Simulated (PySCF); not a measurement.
Working out the ionisation energy of Sc²⁺

Sc²⁺ [Ar] 3d1 (2D) → Sc³⁺ [Ar] (1S). Computed with PySCF 2.14 in x2c-TZVPPall, with scalar relativity by spin-free X2C-1e. Frozen: [Ne]. Energies in hartree (1 hartree = 27.21139 eV):

```tsv
part	Sc²⁺ (lower)	Sc³⁺ (upper)
UHF	-762.628852	-761.754489
MP2 opposite-spin	-0.129133	-0.125395
MP2 same-spin	-0.050159	-0.047981
```

Task: What does Hartree-Fock give?

Result: (-761.754489) − (-762.628852) = 0.874363 hartree = 23.793 eV.

Task: What do MP2 and SCS-MP2 (6/5 opposite-spin, 1/3 same-spin) give?

Result: The opposite-spin parts differ by 0.102 eV and the same-spin parts by 0.059 eV. MP2: 23.793 + (0.102) + (0.059) = 23.954 eV. SCS-MP2: 23.793 + 1.2 × (0.102) + (0.059)/3 = 23.935 eV.

A first-order spin-orbit estimate adds 0.015 eV to MP2 (valence and next inner shell), giving 23.969 eV against 24.757 eV (measured; NIST Atomic Spectra Database, ionization energies).

What remains against the reference includes basis incompleteness, the frozen core and correlation beyond second order.
